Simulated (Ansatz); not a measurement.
Geometry optimisation, RKS CAM-B3LYP-D4/STO-3G in Ansatz.

Input file:

```yaml
crystal:
  periodic: [false, false, false]
  atoms:
    - { symbol: C, position_ang: [-1.828, -0.2183, 0.1013] }
    - { symbol: Si, position_ang: [-0.0935, 0.1413, -0.3467] }
    - { symbol: Si, position_ang: [1.4409, -0.9216, 0.8227] }
    - { symbol: B, position_ang: [0.4509, 1.6005, -1.6444] }
    - { symbol: O, position_ang: [0.2053, 1.7785, -0.2167] }
    - { symbol: H, position_ang: [-2.0608, -1.2511, 0.1123] }
    - { symbol: H, position_ang: [-2.0693, 0.2628, 1.0904] }
    - { symbol: H, position_ang: [-2.4942, 0.3131, -0.6786] }
    - { symbol: H, position_ang: [1.5001, -0.3726, 2.2486] }
    - { symbol: H, position_ang: [2.7883, -0.7163, 0.2297] }
    - { symbol: H, position_ang: [1.1517, -2.3592, 0.8937] }
    - { symbol: H, position_ang: [1.0856, 1.6877, -2.5784] }
basis:
  gaussian: { orbitals: STO-3G }
hamiltonian:
  xc: cam_b3lyp
  dispersion: d4
relax:
  f_tol: 0.02
  max_steps: 40
```

Run as:

```bash
$ ansatz run input.yaml --threads 1 --pin off --max-ram 2048MiB --backend cpu --events-out ev --progress --plain --runs-dir out
```

**Question.** Where does it end, and by what steps?

**Answer.** It converged. The force dipped under the threshold on the way, but the program's further checks kept it going. Limits of this set-up: minimal basis. After 18 steps the energy has fallen by 1.866 eV; H12 moved furthest, 0.44 Å.

```
step  energy less start (eV)  largest force component (eV/Å)  accepted
   0                  0.0000                           7.074       yes
   1                 -1.5960                           2.436       yes
   2                 -1.8274                           0.701       yes
   3                 -1.8549                           0.325       yes
   4                 -1.8610                           0.102       yes
   5                 -1.8625                           0.098       yes
   6                 -1.8630                           0.031       yes
   7                 -1.8632                           0.038       yes
   8                 -1.8635                           0.048       yes
   9                 -1.8640                           0.083       yes
  10                 -1.8644                           0.043       yes
  11                 -1.8648                           0.017       yes
  12                 -1.8651                           0.033       yes
  13                 -1.8653                           0.052       yes
  14                 -1.8654                           0.036       yes
  15                 -1.8656                           0.007       yes
  16                 -1.8657                           0.012       yes
  17                 -1.8656                           0.072        no
  18                 -1.8659                           0.011       yes
```

```xyz
12
Properties=species:S:1:pos:R:3
C -1.784 -0.122 0.105
Si 0.004 0.097 -0.415
Si 1.462 -0.951 0.936
B 0.453 1.352 -1.713
O 0.352 1.864 -0.478
H -2.119 -1.146 -0.088
H -1.927 0.076 1.172
H -2.443 0.551 -0.452
H 1.240 -0.614 2.318
H 2.816 -0.604 0.597
H 1.316 -2.376 0.800
H 0.707 1.818 -2.748
```

The run took 56 s on 1 thread of AMD EPYC 7R13 Processor (Zen 3) (shared host), peak memory 0.17 GiB.
